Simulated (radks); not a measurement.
Task: Species: W. Configuration: [Xe] 4f14 6s2 5d(up 3, down 1) (spins set by hand, not the high-spin state). Calculated with a radial shooting solver on a logarithmic mesh with Libxc functionals: scalar-relativistic Kohn-Sham, SCAN, spin-polarised, spherical densities, finite nucleus; meta-GGA in the generalised Kohn-Sham scheme; Fermi nuclear charge, rms radius 5.3658 fm. Some entries of the table are withheld. Estimate them.

| orbital | occ. | eigenvalue (eV) | <r^2> (bohr^2) | r(max) (bohr) |
|---|---|---|---|---|
| 1s up | 1 | -69560.29 | 0.0004631 | 0.01146 |
| 1s down | 1 | -69560.28 | 0.0004631 | 0.01146 |
| 2s up | 1 | -12032.41 | 0.007115 | 0.06562 |
| 2s down | 1 | -12032.35 | 0.007115 | 0.06562 |
| 2p up | 3 | -10519.96 | 0.005891 | 0.05389 |
| 2p down | 3 | -10519.90 | 0.005891 | 0.05389 |
| 3s up | 1 | -2782.769 | 0.04612 | 0.1850 |
| 3s down | 1 | -2782.755 | 0.04612 | 0.1850 |
| 3p up | 3 | -2332.030 | 0.04694 | 0.1832 |
| 3p down | 3 | -2332.010 | 0.04694 | 0.1832 |
| 3d up | 5 | -1812.703 | 0.03903 | 0.1496 |
| 3d down | 5 | -1812.653 | 0.03903 | 0.1496 |
| 4s up | 1 | -579.5972 | 0.2278 | 0.4208 |
| 4s down | 1 | -579.4930 | 0.2278 | 0.4209 |
| 4p up | 3 | -431.0592 | 0.2594 | 0.4411 |
| 4p down | 3 | -430.9568 | 0.2593 | 0.4412 |
| 4d up | 5 | -242.1513 | 0.3030 | 0.4523 |
| 4d down | 5 | -242.0222 | 0.3027 | 0.4523 |
| 5s up | 1 | -80.4202 | 1.282 | 0.9589 |
| 5s down | 1 | -79.4692 | 1.276 | 0.9573 |
| 5p up | 3 | -44.1379 | 1.790 | 1.092 |
| 5p down | 3 | -43.0252 | 1.775 | 1.089 |
| 4f up | 7 | -33.7944 | 0.4656 | 0.4293 |
| 4f down | 7 | -33.5616 | 0.4610 | 0.4292 |
| 6s up | 1 | -6.6270 | 10.52 | 2.576 |
| 6s down | 1 | -5.5034 | 11.79 | 2.658 |
| 5d up | 3 | -5.0603 | 5.112 | (1) |
| 5d down | 1 | -3.7256 | 5.539 | (2) |

Result: 
(1) 5d up r(max) (bohr): 1.514
(2) 5d down r(max) (bohr): 1.507
